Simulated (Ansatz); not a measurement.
Relaxation of FH8NSi3 (13 atoms, charge 0, multiplicity 1), to a largest force component of 0.02 eV/Å in at most 40 steps.

These are results of Ansatz, RKS PBE0-D4/STO-3G, not measurements.

```xyz
13
Properties=species:S:1:pos:R:3:forces:R:3
N -1.762 1.780 1.118 -3.15 4.44 -0.92
Si -0.912 0.380 0.983 3.54 -3.35 0.65
Si 0.539 0.321 -0.819 3.04 -1.24 4.82
F -0.128 0.663 -2.177 -2.01 1.04 -3.94
Si 1.410 -1.824 -0.804 -0.18 0.61 0.13
H -2.363 1.984 0.261 0.41 -0.24 1.02
H -1.168 2.634 1.189 -0.02 -0.06 0.25
H -1.862 -0.692 0.865 -0.14 -0.23 0.04
H -0.161 0.271 2.299 -0.63 -0.13 -1.51
H 1.645 1.344 -0.595 -0.98 -1.01 -0.23
H 2.391 -2.014 -1.856 -0.12 -0.16 0.16
H 0.345 -2.815 -0.938 0.36 0.28 -0.06
H 2.047 -2.067 0.488 -0.12 0.06 -0.42
```

**Question.** Where does it end, and by what steps?

**Answer.** The forces met the threshold. Limits of this set-up: minimal basis. After 7 steps the energy has fallen by 0.768 eV; H12 moved furthest, 0.21 Å.

| step | energy less start (eV) | largest force component (eV/Å) | accepted |
| --- | --- | --- | --- |
| 0 | 0.0000 | 4.821 | yes |
| 1 | -0.5733 | 2.218 | yes |
| 2 | -0.7257 | 0.426 | yes |
| 3 | -0.7340 | 0.972 | yes |
| 4 | -0.7438 | 0.395 | yes |
| 5 | -0.7539 | 0.503 | yes |
| 6 | -0.7666 | 0.089 | yes |
| 7 | -0.7678 | 0.017 | yes |

```xyz
13
Properties=species:S:1:pos:R:3
N -1.808 1.947 1.187
Si -0.962 0.390 0.975
Si 0.499 0.196 -0.760
F -0.248 0.518 -2.209
Si 1.494 -1.831 -0.801
H -2.340 2.174 0.311
H -1.101 2.721 1.242
H -1.992 -0.618 0.862
H -0.232 0.155 2.201
H 1.538 1.202 -0.603
H 2.487 -1.925 -1.844
H 0.533 -2.888 -1.006
H 2.152 -2.078 0.460
```

Whether the end is a true minimum wasn't checked by a vibrational analysis.

The run took 28 s on 1 CPU thread of a shared host.
